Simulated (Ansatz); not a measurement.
CH5Sb (`[CH3][SbH2]`) at its PBE0-D4/def2-TZVP geometry, where that method's forces vanish. The species carries charge 0 and has multiplicity 1. Sb takes the def2 core potential.

```xyz
7

C    -0.3511    0.7492   -0.2783
Sb    0.3263   -1.3007   -0.3871
H     0.1800    1.3330   -1.0299
H    -1.4179    0.7766   -0.4996
H    -0.1696    1.1687    0.7088
H    -0.3876   -1.7469    1.1025
H     1.8199   -0.9799    0.3835
```

What forces (eV/Å) does r2SCAN-D4/def2-TZVPP give on these atoms in the Gaussian-basis code of Ansatz? (Best estimate.)

Ansatz gave: 
```
C1  -0.033  0.120  0.026
Sb2  0.019 -0.126 -0.075
H3  -0.016 -0.016  0.022
H4   0.031  0.000  0.006
H5  -0.008 -0.005 -0.030
H6   0.004  0.014  0.025
H7   0.003  0.014  0.025
```
